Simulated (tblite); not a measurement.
C₅H₁₁GaO.
Structure used (GFN2-xTB), in Å, numbered top down from 1:
```
atom  x, y, z in Å
C1    -1.086   -2.456   -0.468
C2    -0.660   -1.202   -0.467
C3    -1.403   -0.031   -1.026
C4    -1.877    0.862    0.120
Ga5    1.118   -0.921    0.470
O6     2.000    0.540    0.478
C7     2.738    1.741    0.509
H8    -2.023   -2.764   -0.912
H9    -0.491   -3.238   -0.008
H10   -0.726    0.547   -1.666
H11   -2.255   -0.360   -1.628
H12   -2.579    0.325    0.755
H13   -2.362    1.757   -0.261
H14   -1.017    1.158    0.729
H15    1.811   -2.130    1.201
H16    2.702    2.174    1.512
H17    2.322    2.459   -0.202
H18    3.780    1.546    0.247
```

Computed values, GFN2-xTB/tblite, gas phase, harmonic and unscaled. This tight-binding method is rough: wavenumbers can miss measured ones by several per cent, in bad cases by 10 to 20. Modes of hydrogen on gallium can be 10 to 20 % off. One conformer, not necessarily the lowest. The optimisation stopped once no atom felt more than 0.01 eV/Å.

Lowest wavenumbers of the output (negative numbers stand for imaginary wavenumbers):
```
mode    cm-1
  1     -39.1
  2      47.0
  3      56.7
  4      62.4
  5      69.7
  6     148.9
  7     162.2
  8     200.0
  9     233.4
 10     279.8
```

Problem. Is this structure a minimum?

Solution. Not by this Hessian. 1 mode is imaginary beyond 20i (39i cm⁻¹), so at this level the point lies at or near a first-order saddle. The curvature is small, so loose convergence or finite differences may be the whole cause.

Problem. Which atoms move in the imaginary mode?

Solution. 39i: H18 (methyl hydrogen) 34 %, H17 (methyl hydrogen) 33 %, H16 (methyl hydrogen) 31 %. These are shares of the mass-weighted motion.

Problem. What is the remedy?

Solution. Step along that mode in both directions, optimise again with tighter thresholds and repeat the frequencies. The zero-point energy of this point (88.1 kcal/mol) counts the 47 real modes alone, and thermal corrections from it aren't those of a minimum.
